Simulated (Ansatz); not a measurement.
Wavefunction ladder for Al₂FH₃OS (`[OH][Al]([SH])[AlH][F]`)

Z-matrix (Å, degrees):
```
Al
S 1 2.192
Al 1 2.572 2 121.6
O 1 1.694 2 118.8 3 -180.0
H 2 1.345 1 92.2 3 -0.2
F 3 1.659 1 112.8 2 0.9
H 3 1.585 1 131.6 2 -179.1
H 4 0.956 1 125.7 2 -0.1
```

Charge 0, multiplicity 1. Geometry: relaxed with PBE0-D4/def2-TZVP. It is one conformer, not always the lowest. Frozen core, restricted reference, the Gaussian-basis code of Ansatz. CBS rows extrapolate triple and quadruple zeta; past MP2 they add the triple-zeta difference.

```csv
basis,HF (Eh),MP2 corr.
def2-SVP,-1057.16998,-0.61893
def2-TZVPP,-1057.71092,-0.81363
def2-QZVPP,-1057.74516,-0.88630
```

(1) Estimate the CCSD correlation energy and the (T) correction in each basis where they were run (hartree).

## Answers

(1) 
```tsv
basis	CCSD corr.	(T)
def2-SVP	-0.65799	-0.01395
def2-TZVPP	-0.84947	-0.03035
CBS(def2)	-0.97598	as TZ
```
